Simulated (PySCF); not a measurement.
The scaffold ethynyl-X carries different groups X. Isolated molecules, 0 K electronic values unless said otherwise. One relaxed conformer stands for each flexible species; it need not be the lowest. Strings in code marks are SMILES.

Computed with PySCF with PBE-D3(BJ)/def2-TZVP // B3LYP-D3(BJ)/def2-TZVP. All candidates: neutral, multiplicity 1. 

```yaml
dipole_moment: 1.07 D
HOMO–LUMO gap: 3.51 eV
LUMO: -3.37 eV
```

Question: Say which member has these values.
(A) `BC#C`
(B) `C#CC(C)=O`
(C) `C#CC=C`
(D) `C#CS`

Answer: A, `BC#C`. The others give `C#CS`: 0.83 D, 4.53 eV, -1.30 eV; `C#CC(C)=O`: 2.93 D, 3.42 eV, -2.77 eV; `C#CC=C`: 0.39 D, 4.22 eV, -1.94 eV
